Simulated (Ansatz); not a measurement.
Ansatz results at the PBE0-D4/def2-TZVP geometry: size of the dipole moment (B3LYP/def2-TZVPP) 0.59 D; HOMO–LUMO gap (PBE/def2-TZVPP) 4.64 eV; HOMO–LUMO gap (PBE0/def2-TZVPP) 6.70 eV.

Each molecule was computed in one conformer, which needn't be the lowest.

Which molecule gave them?
A. `C1C[SiH2]CO1`
B. `CC1(O)C[SiH2]1`
C. `C/C=C(\O)[SiH3]`
D. `C=CO[SiH2]C`

C. The others give `CC1(O)C[SiH2]1`: 1.35, 4.53, 6.48; `C1C[SiH2]CO1`: 1.10, 5.50, 7.78; `C=CO[SiH2]C`: 1.04, 5.18, 7.34.

B3LYP here is the variant with VWN-RPA as its local correlation; programs differ in this.
